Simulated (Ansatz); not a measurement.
A calculation with Ansatz (development build ahead of 0.2.0).

```yaml
crystal:
  periodic: [false, false, false]
  atoms:
    - { symbol: Ag, position_ang: [0.0, 0.0, 0.0] }
    - { symbol: F, position_ang: [0.0, 0.0, 1.9] }
    - { symbol: F, position_ang: [0.0, 0.0, -1.9] }
basis:
  gaussian: { orbitals: def2-SVP }
magnetization:
  spin_polarized: true
  initial_magnetization: 1
hamiltonian:
  xc: hf
scf:
  omitted_lower_state_checks: [starts, atomic_configurations, cluster_reference, orbital_swaps, given_window_search, neighbouring_geometries, increment]
```

The input is written out in the form of the current development build from the run's settings. The basis set brings a core potential for Ag, so the total leaves out those core electrons.

Output:

```yaml
Converged: yes
Total_energy: -344.72534 hartree
Spin_squared_of_the_determinant: 0.753
Stability_test: minimum
```

Caution: no wide search was run, a lower solution can exist.
